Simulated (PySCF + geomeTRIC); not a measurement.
Level of theory: PySCF + geomeTRIC with PBE-D3(BJ)/def2-SVP. fastk is a local helper that only speeds up exchange builds. No frequencies were computed at this level.

```python
import json, numpy as np
from pyscf import gto, dft
from fastk import lowrank_exchange
atoms = """
S      2.637347    -0.938547    -0.624637
C      1.017019    -0.373253    -0.233486
C      0.536455     0.813480    -0.781956
C     -0.742387     1.205857    -0.438175
C     -1.484521     0.411682     0.427633
C     -0.903557    -0.748161     0.911493
N      0.319242    -1.136238     0.591186
H      2.540396    -2.027545     0.130893
H      1.154257     1.392785    -1.449364
H     -1.157122     2.119116    -0.839194
H     -2.485778     0.687605     0.717193
H     -1.431349    -1.406780     1.588413
"""
def scf(charge, spin, dm0=None):
    mol = gto.M(atom=atoms, basis='def2-svp', ecp={}, charge=charge, spin=spin, verbose=3, max_memory=5040)
    mf = dft.KS(mol, xc='pbe').density_fit(auxbasis="def2-universal-jkfit")
    mf.disp = 'd3bj'
    mf.grids.level = 3
    mf.conv_tol = 1e-8
    mf.max_cycle = 60
    mf.kernel(dm0)
    if not mf.converged:
        mf = mf.newton().run(mf.mo_coeff, mf.mo_occ).undo_soscf()
    return mf
mf = scf(0, 0)
from pyscf.geomopt.geometric_solver import kernel as optimize
path = []
done, mol = optimize(mf, maxsteps=80, assert_convergence=False, callback=lambda env: path.append((env["energy"], bool(env["g_scanner"].converged))))
res = dict(converged=bool(done and path[-1][1]), energy=path[-1][0], path=[e for e, c in path], xyz=mol.atom_coords(unit="Angstrom").tolist(), nao=mol.nao)
json.dump(res, open("result.json", "w"))
```

Output:

```
converged SCF energy = -645.706223316803
Geometry optimization cycle 1
converged SCF energy = -645.706223314751
cycle 1: E = -645.706223315  dE = -645.706  norm(grad) = 0.0496999
Geometry optimization cycle 2
converged SCF energy = -645.710333277781
cycle 2: E = -645.710333278  dE = -0.00410996  norm(grad) = 0.00928109
Geometry optimization cycle 3
converged SCF energy = -645.710136814793
cycle 3: E = -645.710136815  dE = 0.000196463  norm(grad) = 0.0148836
Geometry optimization cycle 4
converged SCF energy = -645.710526133249
cycle 4: E = -645.710526133  dE = -0.000389318  norm(grad) = 0.00255082
Geometry optimization cycle 5
converged SCF energy = -645.710508381296
cycle 5: E = -645.710508381  dE = 1.7752e-05  norm(grad) = 0.00350159
Geometry optimization cycle 6
converged SCF energy = -645.710541373231
cycle 6: E = -645.710541373  dE = -3.29919e-05  norm(grad) = 0.000722256
Geometry optimization cycle 7
converged SCF energy = -645.710541044225
cycle 7: E = -645.710541044  dE = 3.29006e-07  norm(grad) = 0.000823935
Geometry optimization cycle 8
converged SCF energy = -645.710542972787
cycle 8: E = -645.710542973  dE = -1.92856e-06  norm(grad) = 4.41355e-05
Geometry optimization cycle 9
converged SCF energy = -645.710542982139
cycle 9: E = -645.710542982  dE = -9.35268e-09  norm(grad) = 2.24535e-05
<class 'geometric.internal.Distance'> : 12
<class 'geometric.internal.Angle'> : 12
<class 'geometric.internal.OutOfPlane'> : 5
<class 'geometric.internal.Dihedral'> : 22
<class 'geometric.internal.TranslationX'> : 1
<class 'geometric.internal.TranslationY'> : 1
<class 'geometric.internal.TranslationZ'> : 1
<class 'geometric.internal.RotationA'> : 1
<class 'geometric.internal.RotationB'> : 1
<class 'geometric.internal.RotationC'> : 1
Step    0 : Gradient = 1.435e-02/2.468e-02 (rms/max) Energy = -645.7062233148
Step    1 : Displace = 4.498e-02/7.408e-02 (rms/max) Trust = 1.000e-01 (=) Grad = 2.679e-03/5.422e-03 (rms/max) E (change) = -645.7103332778 (-4.110e-03) Quality = 0.854
Step    2 : Displace = 2.432e-02/3.692e-02 (rms/max) Trust = 1.414e-01 (+) Grad = 4.297e-03/8.936e-03 (rms/max) E (change) = -645.7101368148 (+1.965e-04) Quality = -0.488
Step    3 : Displace = 1.218e-02/2.320e-02 (rms/max) Trust = 1.216e-02 (-) Grad = 7.364e-04/1.418e-03 (rms/max) E (change) = -645.7105261332 (-3.893e-04) Quality = 0.926
Step    4 : Displace = 9.119e-03/1.514e-02 (rms/max) Trust = 1.720e-02 (+) Grad = 1.011e-03/1.765e-03 (rms/max) E (change) = -645.7105083813 (+1.775e-05) Quality = -0.492
Step    5 : Displace = 4.676e-03/7.137e-03 (rms/max) Trust = 4.560e-03 (-) Grad = 2.085e-04/3.556e-04 (rms/max) E (change) = -645.7105413732 (-3.299e-05) Quality = 0.911
Step    6 : Displace = 2.496e-03/4.112e-03 (rms/max) Trust = 6.448e-03 (+) Grad = 2.378e-04/4.504e-04 (rms/max) E (change) = -645.7105410442 (+3.290e-07) Quality = -0.101
Step    7 : Displace = 1.340e-03/2.217e-03 (rms/max) Trust = 1.248e-03 (-) Grad = 1.274e-05/2.649e-05 (rms/max) E (change) = -645.7105429728 (-1.929e-06) Quality = 0.964
Step    8 : Displace = 2.982e-05/5.039e-05 (rms/max) Trust = 1.765e-03 (+) Grad = 6.482e-06/1.137e-05 (rms/max) E (change) = -645.7105429821 (-9.353e-09) Quality = 0.371
Converged! =D
```

Cost: roughly 2.4 core-minutes.
